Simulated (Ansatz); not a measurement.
Mulliken charges of `C[Si](O)(Cl)C#N` from ωB97M-V/def2-TZVPP in Ansatz (PBE0-D4/def2-TZVP geometry).

```csv
atom,x (Å),y (Å),z (Å),charge (e)
C1,-0.843,-1.031,0.585,-0.427
Si2,0.270,0.064,-0.379,0.643
O3,1.811,-0.235,0.034,-0.351
Cl4,-0.016,-0.136,-2.393,-0.182
C5,-0.108,1.847,-0.029,-0.261
N6,-0.339,2.949,0.213,-0.017
H7,-1.887,-0.824,0.343,0.136
H8,-0.631,-2.077,0.354,0.135
H9,-0.692,-0.870,1.655,0.138
H10,2.518,0.262,-0.381,0.187
```

Q: By hand: the dipole of these point charges (1 e Å = 4.8032 D).

A: Σ q r = (-0.032, -0.407, 0.186) e Å, of length 0.449 e Å = 2.16 D.

Q: How does the dipole of the full density compare? (An estimate is asked.)

A: Ansatz gave: (0.184, -0.594, 0.017) e Å, 2.99 D; the point charges give 0.72 times that, at 31° from its direction.

Point charges leave out the atoms' own dipoles, such as those of lone pairs, and Mulliken's split depends on the basis, so the two needn't agree.
